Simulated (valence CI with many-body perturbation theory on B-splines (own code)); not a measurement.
**Sb36+: electric-dipole lines**

Method: valence CI with perturbative core correlation (CI+MBPT): five valence electrons over a frozen Dirac-Fock core [Ne], radial functions for each j: 9 s, 9 p, 8 d, 6 f, 3 g, 1 h, with the one-electron correlation potential Σ1 (screened to all orders), the two-electron term Σ2, the three-electron term Σ3, Breit, model QED; selected single and double excitations, second order for the rest (own B-spline code, finite nucleus).

No measured spectrum was set against this ion. As an estimate, large intervals hold to a few tenths of a per cent, small ones and those within an open d or f shell to about a per cent. Among the levels kept, up to 540 cm⁻¹ of a level comes from second order outside the variational space, and about a tenth of that is noise between levels of different J, which matters for small intervals.

Lines 1 to 50 of 208 in falling wavelength, among levels below 2562600 cm⁻¹, chosen from the strongest by gf and those to the six lowest levels. Wavelengths and rates use the calculated energies. Electric multipoles are in the length gauge, E1 and E2 with the static RPA response of the core. Weak lines are less certain than strong ones. Lines between different terms over intervals too small for the method are left out, as are lines whose strength nearly cancels. Where a level lies close to another of its J and parity, the split of strength between their lines is uncertain. The highest levels of a list are the least certain.

Levels are named by their leading jj configuration (3d3/2^4 stands for four electrons in 3d with j = 3/2), which in mixed levels can hold well under half, so a name can repeat and another be missing. Letters in brackets count levels of one name in rising energy.

```
λ vac (Å)                               Upper                               Lower   A (s⁻¹)  log gf  Branch %
    772.2          (3s^2 3p1/2^2 3d3/2) J=3/2                (3s^2 3p3/2^3) J=3/2  1.38e+05   -4.31       0.0
    564.6          (3s 3p1/2^2 3p3/2^2) J=5/2                (3s^2 3p3/2^3) J=3/2  3.01e+05   -4.06       0.0
    297.6          (3s^2 3p1/2^2 3d5/2) J=5/2                (3s^2 3p3/2^3) J=3/2  5.21e+05   -4.38       0.0
    274.5          (3s 3p1/2^2 3p3/2^2) J=1/2                (3s^2 3p3/2^3) J=3/2  3.34e+07   -3.12       0.1
    264.8          (3s 3p1/2^2 3p3/2^2) J=3/2                (3s^2 3p3/2^3) J=3/2  6.30e+07   -2.58       0.1
    196.0  (3s 3p1/2^2 3p3/2 3d3/2) J=5/2 [a]        (3s 3p1/2 3p3/2^3) J=3/2 [b]  8.59e+07   -2.53       0.8
    192.0  (3s 3p1/2^2 3p3/2 3d3/2) J=5/2 [a]  (3s^2 3p1/2 3p3/2 3d3/2) J=3/2 [b]  4.11e+08   -1.87       3.9
    183.3      (3s 3p1/2^2 3p3/2 3d5/2) J=3/2        (3s 3p1/2 3p3/2^3) J=3/2 [c]  3.06e+08   -2.21       0.6
    182.8  (3s 3p1/2^2 3p3/2 3d3/2) J=1/2 [a]  (3s^2 3p1/2 3p3/2 3d3/2) J=1/2 [b]  3.36e+08   -2.47       4.0
    178.5  (3s^2 3p1/2 3p3/2 3d3/2) J=5/2 [a]                (3s^2 3p3/2^3) J=3/2  2.69e+07   -3.11       1.8
    177.8  (3s^2 3p1/2 3p3/2 3d3/2) J=3/2 [a]                (3s^2 3p3/2^3) J=3/2  5.29e+07   -3.00       0.4
    177.0          (3s^2 3p1/2^2 3d3/2) J=3/2          (3s^2 3p1/2 3p3/2^2) J=1/2  3.32e+05   -5.21       0.0
    175.7  (3s^2 3p1/2 3p3/2 3d3/2) J=1/2 [a]                (3s^2 3p3/2^3) J=3/2  5.43e+07   -3.30       1.5
    171.9      (3s 3p1/2^2 3p3/2 3d5/2) J=5/2  (3s^2 3p1/2 3p3/2 3d5/2) J=5/2 [c]  1.46e+08   -2.41       0.3
    170.8      (3s 3p1/2^2 3p3/2 3d3/2) J=7/2  (3s^2 3p1/2 3p3/2 3d3/2) J=5/2 [b]  1.35e+09   -1.32      19.2
    170.0      (3s 3p1/2^2 3p3/2 3d5/2) J=5/2      (3s^2 3p1/2 3p3/2 3d5/2) J=3/2  1.84e+08   -2.32       0.4
    165.2      (3s 3p1/2^2 3p3/2 3d3/2) J=7/2      (3s^2 3p1/2 3p3/2 3d5/2) J=9/2  8.74e+07   -2.54       1.2
    164.8      (3s 3p1/2^2 3p3/2 3d5/2) J=3/2      (3s^2 3p1/2 3p3/2 3d5/2) J=3/2  2.20e+08   -2.45       0.5
    161.8        (3s 3p1/2 3p3/2^3) J=3/2 [a]                (3s^2 3p3/2^3) J=3/2  1.97e+08   -2.51       3.7
    157.4  (3s 3p1/2^2 3p3/2 3d3/2) J=3/2 [b]  (3s^2 3p1/2 3p3/2 3d3/2) J=3/2 [b]  9.16e+08   -1.87       1.9
    156.3          (3s^2 3p1/2^2 3d3/2) J=3/2          (3s^2 3p1/2 3p3/2^2) J=5/2  4.05e+08   -2.23      52.3
    154.5      (3s 3p1/2^2 3p3/2 3d5/2) J=5/2  (3s^2 3p1/2 3p3/2 3d5/2) J=5/2 [b]  3.65e+08   -2.11       0.8
    148.4  (3s 3p1/2^2 3p3/2 3d3/2) J=3/2 [b]  (3s^2 3p1/2 3p3/2 3d3/2) J=5/2 [b]  5.74e+08   -2.12       1.2
    147.8  (3s^2 3p1/2 3p3/2 3d5/2) J=5/2 [a]                (3s^2 3p3/2^3) J=3/2  1.05e+09   -1.68      50.7
    146.7  (3s 3p1/2^2 3p3/2 3d3/2) J=5/2 [b]  (3s^2 3p1/2 3p3/2 3d5/2) J=5/2 [b]  2.24e+08   -2.36       0.2
    146.0  (3s 3p1/2^2 3p3/2 3d3/2) J=5/2 [b]  (3s^2 3p1/2 3p3/2 3d5/2) J=7/2 [b]  5.06e+08   -2.01       0.5
    145.4          (3s 3p1/2^2 3p3/2^2) J=5/2          (3s^2 3p1/2 3p3/2^2) J=5/2  1.69e+09   -1.49      29.2
    144.9      (3s 3p1/2^2 3p3/2 3d5/2) J=9/2      (3s^2 3p1/2 3p3/2 3d5/2) J=9/2  2.33e+09   -1.14      28.6
    143.7      (3s 3p1/2^2 3p3/2 3d5/2) J=5/2        (3s 3p1/2 3p3/2^3) J=3/2 [b]  7.14e+08   -1.88       1.5
    143.1  (3s 3p1/2^2 3p3/2 3d3/2) J=5/2 [a]      (3s^2 3p1/2 3p3/2 3d3/2) J=7/2  6.88e+08   -1.90       6.5
    142.7          (3s^2 3p1/2^2 3d3/2) J=3/2          (3s^2 3p1/2 3p3/2^2) J=3/2  5.23e+07   -3.19       6.8
    142.1  (3s 3p1/2^2 3p3/2 3d3/2) J=1/2 [b]  (3s^2 3p1/2 3p3/2 3d5/2) J=1/2 [a]  6.34e+08   -2.42       0.5
    141.5      (3s 3p1/2^2 3p3/2 3d5/2) J=5/2  (3s^2 3p1/2 3p3/2 3d3/2) J=3/2 [b]  1.74e+08   -2.50       0.4
    140.0      (3s 3p1/2^2 3p3/2 3d5/2) J=3/2        (3s 3p1/2 3p3/2^3) J=3/2 [b]  9.00e+08   -1.98       1.9
    138.1      (3s 3p1/2^2 3p3/2 3d3/2) J=7/2      (3s^2 3p1/2 3p3/2 3d3/2) J=7/2  2.69e+09   -1.21      38.0
    137.9      (3s 3p1/2^2 3p3/2 3d5/2) J=3/2  (3s^2 3p1/2 3p3/2 3d3/2) J=3/2 [b]  2.47e+08   -2.55       0.5
    135.0      (3s 3p1/2^2 3p3/2 3d5/2) J=3/2  (3s^2 3p1/2 3p3/2 3d3/2) J=1/2 [b]  8.95e+08   -2.01       1.9
    135.0  (3s 3p1/2^2 3p3/2 3d3/2) J=5/2 [b]  (3s^2 3p1/2 3p3/2 3d3/2) J=3/2 [b]  5.74e+08   -2.03       0.5
    133.6          (3s 3p1/2^2 3p3/2^2) J=5/2          (3s^2 3p1/2 3p3/2^2) J=3/2  3.15e+09   -1.30      54.6
    132.9      (3s 3p1/2^2 3p3/2 3d5/2) J=9/2  (3s^2 3p1/2 3p3/2 3d5/2) J=7/2 [a]  5.76e+09   -0.82      70.7
    132.8  (3s 3p1/2^2 3p3/2 3d3/2) J=5/2 [a]  (3s^2 3p1/2 3p3/2 3d3/2) J=3/2 [a]  8.87e+08   -1.85       8.4
    132.6  (3s 3p1/2^2 3p3/2 3d3/2) J=3/2 [a]  (3s^2 3p1/2 3p3/2 3d3/2) J=1/2 [a]  8.78e+08   -2.03       6.2
    132.4  (3s 3p1/2^2 3p3/2 3d3/2) J=5/2 [a]  (3s^2 3p1/2 3p3/2 3d3/2) J=5/2 [a]  3.11e+09   -1.31      29.5
    132.3  (3s^2 3p1/2 3p3/2 3d3/2) J=5/2 [b]                (3s^2 3p3/2^3) J=3/2  4.78e+08   -2.12       0.1
    132.1  (3s 3p1/2^2 3p3/2 3d3/2) J=1/2 [a]  (3s^2 3p1/2 3p3/2 3d3/2) J=1/2 [a]  3.68e+09   -1.71      44.2
    131.4  (3s 3p1/2^2 3p3/2 3d3/2) J=3/2 [a]  (3s^2 3p1/2 3p3/2 3d3/2) J=3/2 [a]  2.50e+09   -1.59      17.6
    131.3  (3s 3p1/2^2 3p3/2 3d3/2) J=1/2 [b]  (3s^2 3p1/2 3p3/2 3d3/2) J=3/2 [b]  7.46e+08   -2.41       0.6
    131.0  (3s 3p1/2^2 3p3/2 3d3/2) J=3/2 [a]  (3s^2 3p1/2 3p3/2 3d3/2) J=5/2 [a]  1.93e+09   -1.70      13.7
    131.0  (3s 3p1/2^2 3p3/2 3d3/2) J=1/2 [a]  (3s^2 3p1/2 3p3/2 3d3/2) J=3/2 [a]  1.65e+09   -2.07      19.8
    128.7  (3s 3p1/2^2 3p3/2 3d3/2) J=1/2 [b]  (3s^2 3p1/2 3p3/2 3d3/2) J=1/2 [b]  2.49e+09   -1.91       2.0
```

How does gf follow from A for the line at 170.8 Å?

gf = 1.4992 × (2J+1)_upper × A / σ², with σ = 585309 cm⁻¹ and 2J+1 = 8: gf = 0.0474.
